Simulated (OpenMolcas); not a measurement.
## 3d along the 19-electron sequence

```json
{"Program": "OpenMolcas", "Method": "SS-RASPT2, IPEA 0.25 Eh, imaginary shift 0.1 Eh", "Basis": "ANO-RCC-VQZP", "Scalar Hamiltonian": "DKH2, point nucleus", "Spin-orbit coupling": "state interaction with AMFI integrals over the reference wave functions, term energies averaged over their components"}
```

Active space for each ion: 7 electrons in 8 orbitals (RAS1 3p, at most 2 holes; RAS2 3d); closed shells correlated by CASPT2: 3s.

Computed levels in cm-1 above 2D 3/2:

| Level | V4+ | Cr5+ | Mn6+ | Fe7+ |
| --- | --- | --- | --- | --- |
| 2D 5/2 | 637 | 946 | 1349 | 1864 |
| weight of 2D in the lowest level (%) | 100 | 100 | 100 | 100 |

Measured, with the error of the calculation in %. Measured levels: V4+ from Sugar and Corliss, J. Phys. Chem. Ref. Data 7, 1191 (1978); Cr5+ from Sugar and Corliss, J. Phys. Chem. Ref. Data 6, 317 (1977); Mn6+ from Corliss and Sugar, J. Phys. Chem. Ref. Data 6, 1253 (1977); Fe7+ from Corliss and Sugar, J. Phys. Chem. Ref. Data 11, 135 (1982).

| Level | V4+ | Cr5+ | Mn6+ | Fe7+ |
| --- | --- | --- | --- | --- |
| 2D 5/2 | 625 (+1.9) | 940 (+0.6) | 1350 (-0.1) | 1836 (+1.5) |

The fine-structure level 2D 5/2 changes by a factor of 2.93 from V4+ to Fe7+. Its fourth root runs 5.02, 5.55, 6.06, 6.57, with steps per unit of Z of 0.52, 0.51, 0.51; equal steps would mean a (Z - σ)^4 law with constant σ.

CASPT2 does not keep the components of a term degenerate, so their means are used; among the terms shown or strongly mixed into the levels shown the widest spread is 10 cm-1 (3d 2D, Fe7+). Active for correlation alone: 3p; no level in the range computed is led by a configuration that opens it, so any true level of that kind is missing. Computed and measured levels are paired by configuration, term and J; levels that our copy of the source lacks, or whose pairing is in doubt (as where it misses far off the trend of its configuration), stay unpaired and out of the deviations. Levels of configurations outside the active space are missing.
